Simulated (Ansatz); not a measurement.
Li₅H₈⁺. The state is a triplet with charge 1. Geometry r2SCAN-D4/def2-TZVP, that of the charge +1 singlet; atoms count from 1.

```xyz
13

Li   -0.6546    1.5004   -1.7501
Li    0.5456   -1.2048   -0.7828
Li   -1.5491   -0.1961   -0.0517
Li    0.6292   -1.4928    1.7612
Li    0.9111    1.3438    0.8082
H    -0.6276   -0.2251   -1.6959
H     1.4260   -2.3759    3.4796
H     1.5097   -0.3136    0.7161
H    -0.8356    3.1268   -3.0529
H    -0.6599   -1.5866    0.6165
H     0.7644   -2.7241    3.4425
H    -0.6645    1.5858    0.0520
H    -0.7945    2.5622   -3.5427
```

At PBE0-D4/def2-TZVP a singlet of charge 1 lies 4.54 eV below the triplet at the same geometry. The structure comes from a short search, and lower isomers may exist.

**Question.** Estimate the Mulliken populations from the PBE0/def2-TZVP orbitals of Ansatz.

**Answer.** 
```json
{"atom": "Li1", "charge (e)": "0.30", "spin (α − β)": "0.19"}
{"atom": "Li2", "charge (e)": "0.46", "spin (α − β)": "0.12"}
{"atom": "Li3", "charge (e)": "0.47", "spin (α − β)": "0.12"}
{"atom": "Li4", "charge (e)": "0.30", "spin (α − β)": "0.20"}
{"atom": "Li5", "charge (e)": "0.61", "spin (α − β)": "0.32"}
{"atom": "H6", "charge (e)": "-0.34", "spin (α − β)": "0.25"}
{"atom": "H7", "charge (e)": "0.04", "spin (α − β)": "0.00"}
{"atom": "H8", "charge (e)": "-0.30", "spin (α − β)": "0.27"}
{"atom": "H9", "charge (e)": "0.04", "spin (α − β)": "0.00"}
{"atom": "H10", "charge (e)": "-0.34", "spin (α − β)": "0.25"}
{"atom": "H11", "charge (e)": "0.04", "spin (α − β)": "0.00"}
{"atom": "H12", "charge (e)": "-0.30", "spin (α − β)": "0.27"}
{"atom": "H13", "charge (e)": "0.04", "spin (α − β)": "0.00"}
```
Mulliken values and Mayer orders depend strongly on the basis.

**Question.** Where does the spin sit?

**Answer.** Summed by element: Li 0.95, H 1.05, of 2 unpaired in all. Largest on single atoms: Li5 0.32, H8 0.27, H12 0.27.
